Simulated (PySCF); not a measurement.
C32H20: Orbital levels and atomic charges

System: C32H20 (non-alternant PAH with 7-rings), SMILES C1=c2ccccc2=c2ccccc2=C2C=c3ccccc3=c3c(ccc4ccccc34)=C12.

Cartesian coordinates (Å):
```
  1 C    -1.227   -1.684   -0.213
  2 C    -2.546   -1.591   -0.811
  3 C    -2.872   -2.541   -1.783
  4 C    -4.064   -2.491   -2.472
  5 C    -4.971   -1.482   -2.189
  6 C    -4.690   -0.569   -1.192
  7 C    -3.492   -0.608   -0.477
  8 C    -3.321    0.332    0.641
  9 C    -4.415    0.603    1.465
 10 C    -4.334    1.521    2.493
 11 C    -3.150    2.203    2.720
 12 C    -2.052    1.939    1.925
 13 C    -2.121    1.007    0.894
 14 C    -0.912    0.749    0.097
 15 C    -0.248    1.735   -0.520
 16 C     0.898    1.528   -1.386
 17 C     0.968    2.274   -2.564
 18 C     1.960    2.054   -3.497
 19 C     2.911    1.072   -3.264
 20 C     2.887    0.362   -2.080
 21 C     1.907    0.591   -1.112
 22 C     1.994   -0.149    0.157
 23 C     0.900   -0.820    0.675
 24 C     1.053   -1.694    1.770
 25 C     2.271   -1.889    2.347
 26 C     3.393   -1.153    1.913
 27 C     4.644   -1.284    2.550
 28 C     5.714   -0.531    2.157
 29 C     5.563    0.408    1.127
 30 C     4.365    0.546    0.481
 31 C     3.252   -0.253    0.823
 32 C    -0.453   -0.643    0.125
 33 H    -0.795   -2.677   -0.184
 34 H    -2.152   -3.316   -2.007
 35 H    -4.284   -3.228   -3.229
 36 H    -5.900   -1.419   -2.736
 37 H    -5.403    0.212   -0.972
 38 H    -5.341    0.069    1.303
 39 H    -5.194    1.707    3.120
 40 H    -3.081    2.931    3.515
 41 H    -1.116    2.449    2.100
 42 H    -0.671    2.732   -0.509
 43 H     0.203    3.015   -2.753
 44 H     1.982    2.631   -4.410
 45 H     3.675    0.865   -4.000
 46 H     3.629   -0.402   -1.900
 47 H     0.180   -2.219    2.131
 48 H     2.392   -2.593    3.159
 49 H     4.733   -1.985    3.368
 50 H     6.671   -0.638    2.647
 51 H     6.401    1.030    0.848
 52 H     4.260    1.294   -0.290
```

Method: LC-wPBE/6-31G*, gas phase, PySCF, fitting set def2-universal-JFIT up to Ne and JKFIT beyond, grid level 1.

**Question.** Give the orbital energies near the gap.

**Answer.** 
```json
{"orbital": "HOMO-4", "eV": "-9.44"}
{"orbital": "HOMO-3", "eV": "-8.98"}
{"orbital": "HOMO-2", "eV": "-8.76"}
{"orbital": "HOMO-1", "eV": "-8.33"}
{"orbital": "HOMO", "eV": "-7.85"}
{"orbital": "LUMO", "eV": "0.71"}
{"orbital": "LUMO+1", "eV": "0.97"}
{"orbital": "LUMO+2", "eV": "1.40"}
{"orbital": "LUMO+3", "eV": "1.89"}
```

**Question.** Give the partial charges of the non-hydrogen atoms.

**Answer.** 
| atom | Mulliken | IAO | Hirshfeld |
| --- | --- | --- | --- |
| C1 | -0.24 | -0.16 | -0.05 |
| C2 | 0.10 | 0.00 | 0.00 |
| C3 | -0.22 | -0.14 | -0.05 |
| C4 | -0.16 | -0.15 | -0.05 |
| C5 | -0.17 | -0.15 | -0.05 |
| C6 | -0.21 | -0.15 | -0.05 |
| C7 | 0.01 | -0.01 | 0.00 |
| C8 | 0.05 | 0.00 | 0.00 |
| C9 | -0.21 | -0.15 | -0.05 |
| C10 | -0.17 | -0.15 | -0.05 |
| C11 | -0.17 | -0.15 | -0.05 |
| C12 | -0.20 | -0.15 | -0.05 |
| C13 | 0.04 | 0.00 | 0.00 |
| C14 | 0.01 | 0.01 | 0.01 |
| C15 | -0.23 | -0.16 | -0.05 |
| C16 | 0.09 | 0.00 | 0.00 |
| C17 | -0.21 | -0.15 | -0.05 |
| C18 | -0.16 | -0.15 | -0.05 |
| C19 | -0.17 | -0.15 | -0.05 |
| C20 | -0.21 | -0.14 | -0.04 |
| C21 | -0.01 | -0.01 | 0.00 |
| C22 | 0.00 | -0.01 | 0.00 |
| C23 | 0.05 | 0.00 | 0.00 |
| C24 | -0.20 | -0.15 | -0.05 |
| C25 | -0.21 | -0.14 | -0.05 |
| C26 | 0.10 | 0.00 | 0.00 |
| C27 | -0.21 | -0.15 | -0.05 |
| C28 | -0.17 | -0.15 | -0.05 |
| C29 | -0.18 | -0.15 | -0.05 |
| C30 | -0.21 | -0.15 | -0.05 |
| C31 | 0.04 | -0.01 | 0.00 |
| C32 | 0.01 | 0.00 | 0.01 |
